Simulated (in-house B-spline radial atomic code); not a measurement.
Os²⁺ is squeezed into an impenetrable sphere of radius R (the orbitals vanish at R). Level of theory: Dirac-Kohn-Sham LDA VWN5, spherical fractional occupations, Fermi nucleus of rms radius 5.4126 fm; calculated with a B-spline radial code for spherical atoms.

Energies in eV above the free ion in [Xe] 4f14 5d6:

```json
{"R (bohr)": "9.07", "highest level (eV)": "-22.8", "[Xe] 4f14 5d6": "4.131e-05", "[Xe] 4f14 5d5 5f1": "21.15", "[Kr] 4d10 4f14 5s2 5p5 5d7": "46.2"}
{"R (bohr)": "6.44", "highest level (eV)": "-22.7", "[Xe] 4f14 5d6": "0.0152", "[Xe] 4f14 5d5 5f1": "22.79", "[Kr] 4d10 4f14 5s2 5p5 5d7": "46.21"}
{"R (bohr)": "5.15", "highest level (eV)": "-22.5", "[Xe] 4f14 5d6": "0.2376", "[Xe] 4f14 5d5 5f1": "25.6", "[Kr] 4d10 4f14 5s2 5p5 5d7": "46.42"}
{"R (bohr)": "4.52", "highest level (eV)": "-22", "[Xe] 4f14 5d6": "0.8704", "[Xe] 4f14 5d5 5f1": "28.58", "[Kr] 4d10 4f14 5s2 5p5 5d7": "47.04"}
{"R (bohr)": "3.55", "highest level (eV)": "-19.1", "[Xe] 4f14 5d6": "6.245", "[Xe] 4f14 5d5 5f1": "40.48", "[Kr] 4d10 4f14 5s2 5p5 5d7": "52.61"}
{"R (bohr)": "3.23", "highest level (eV)": "-16.7", "[Xe] 4f14 5d6": "12.09", "[Xe] 4f14 5d5 5f1": "49.86", "[Kr] 4d10 4f14 5s2 5p5 5d7": "58.83"}
{"R (bohr)": "2.53", "highest level (eV)": "-3.99", "[Xe] 4f14 5d6": "56.53", "[Xe] 4f14 5d5 5f1": "106.9", "[Kr] 4d10 4f14 5s2 5p5 5d7": "106.3"}
{"R (bohr)": "2.07", "highest level (eV)": "20.3", "[Xe] 4f14 5d6": "179.5", "[Xe] 4f14 5d5 5f1": "244.7", "[Kr] 4d10 4f14 5s2 5p5 5d7": "235.7"}
{"R (bohr)": "1.92", "highest level (eV)": "35.1", "[Xe] 4f14 5d6": "271.1", "[Xe] 4f14 5d5 5f1": "343.1", "[Kr] 4d10 4f14 5s2 5p5 5d7": "331"}
{"R (bohr)": "1.55", "highest level (eV)": "108", "[Xe] 4f14 5d6": "825.2", "[Xe] 4f14 5d5 5f1": "919.4", "[Kr] 4d10 4f14 5s2 5p5 5d7": "901.3"}
```

Q: Does [Xe] 4f14 5d5 5f1 fall below [Xe] 4f14 5d6 under compression?

A: No, it stays above over the whole range.

Q: Does [Kr] 4d10 4f14 5s2 5p5 5d7 fall below [Xe] 4f14 5d6 under compression?

A: No, it stays above over the whole range.

The highest level is first positive in the row R = 2.07 bohr, pushed up by confinement above the zero of the free ion's potential. Each configuration is held fixed and needn't be the lowest in the sphere.
